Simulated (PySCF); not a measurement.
PbCl, SMILES [Cl][Pb] (connectivity only; charge and spin as stated), neutral, multiplicity 2. Atoms are numbered in the order given.

```xyz
2

Pb     0.0000     0.0000    -0.4277
Cl     0.0000     0.0000     2.0631
```
Charge 0, spin multiplicity 2.

Coordinates come from a B3LYP-D3(BJ)/def2-TZVP optimisation. The spin state was assumed, not searched. The def2 effective core potentials stand for the cores of Pb; spin–orbit coupling is left out.

Level of theory: B3LYP/def2-TZVPD in PySCF.

Mulliken values depend strongly on the basis, most of all with diffuse functions as here. ESP charges are fitted to the potential on shells at 1.4 to 2.0 van der Waals radii. Atomic charges (e):

```
atom  ESP fit  Mulliken  Mulliken spin
----  -------  --------  -------------
Pb1       [?]      0.45           1.00
Cl2       [?]     -0.45           0.00
```

Question: Some entries are withheld; supply them. (An estimate is asked for; the answer gives what the named calculation found.)

Answer: 
- Pb1, ESP fit: 0.31
- Cl2, ESP fit: -0.31
